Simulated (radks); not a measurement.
Results of a calculation; reference values are marked as such.
Question: The mean radii <r> (bohr) of the occupied orbitals of an atom or ion are listed with their occupations. Level of theory: scalar-relativistic Kohn-Sham, PBEsol, spin-polarised, spherical densities, point nucleus (a radial shooting solver on a logarithmic mesh with Libxc functionals).

| orbital | occ. | <r> |
|---|---|---|
| 1s up | 1 | 0.09107 |
| 1s down | 1 | 0.09106 |
| 2s up | 1 | 0.4448 |
| 2s down | 1 | 0.4445 |
| 2p up | 3 | 0.4071 |
| 2p down | 3 | 0.4069 |
| 3s up | 1 | 1.486 |
| 3s down | 1 | 1.496 |
| 3p up | 3 | 1.692 |
| 3p down | 1 | 1.725 |
| 5f up | 1 | 28.88 |

Name the element and its charge. Open shells, if any, are filled with parallel spins first.

Answer: Z = 17, chlorine, charge 0: Cl in [Ne] 3s2 3p4 5f1. The 1s radius gives Z: for a bare nucleus <r> = (2 gamma + 1)/(2Z) with gamma = sqrt(1 - (Z/c)^2), 0.08778 bohr for Z = 17, and screening makes it slightly larger (0.09107 here). The occupations add up to 17, and the charge is Z minus that.
